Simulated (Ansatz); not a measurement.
Consider the silylene formation by 1,1-elimination: `O[Si](O)(F)[SiH2]Cl` → `O[SiH](O)F` + `[SiH]Cl`.

Gas-phase electronic energies from Ansatz, PBE0-D4/def2-TZVP geometries. CCSD(T)/CBS adds triple-zeta CCSD(T) − MP2 to the extrapolated MP2 energy (def2 sets, frozen cores). This one scheme is used for every species. DFT in def2-TZVPP. Each species was taken in one conformer, which may not be the lowest.

Task: Is it downhill or uphill in electronic energy at CCSD(T)/CBS, and by how much? (Estimate.)

Result: Ansatz gave: Uphill: ΔE = +43.2 kcal/mol.

Task: What do these levels give: r2SCAN-D4, CAM-B3LYP-D4, r2SCANh, MP2/def2-TZVPP, CCSD/def2-TZVPP, SCS-MP2/def2-QZVPP? (Best estimate.)

Result: Ansatz gave: r2SCAN-D4 47.9, CAM-B3LYP-D4 44.0, r2SCANh 47.3, MP2/def2-TZVPP 44.4, CCSD/def2-TZVPP 40.8, SCS-MP2/def2-QZVPP 42.9 kcal/mol.

Task: What do rigid-rotor, harmonic-oscillator terms from PBE0-D4/def2-TZVP frequencies (298.15 K, 1 bar) make of the CCSD(T)/CBS value? (An estimate is asked.)

Result: Computed: ΔZPE = -1.9 kcal/mol, ΔH = +41.4 kcal/mol, ΔS = 155 J/(mol·K), ΔG = +30.4 kcal/mol. Modes under 50 cm⁻¹ make the entropy rough.

Largest T1 diagnostic among the species: 0.013.

At CCSD(T), def2-SVP lies −4.5 kcal/mol from the extrapolated value and def2-TZVPP −1.6 kcal/mol. The D4 term adds +4.3 kcal/mol with B3LYP and +2.4 kcal/mol with PBE0; it sums over pairs of atoms, weighted by their polarisabilities, and B3LYP, whose exchange is more repulsive, gets the larger term.

B3LYP here is the variant with VWN-RPA as its local correlation; programs differ in this.
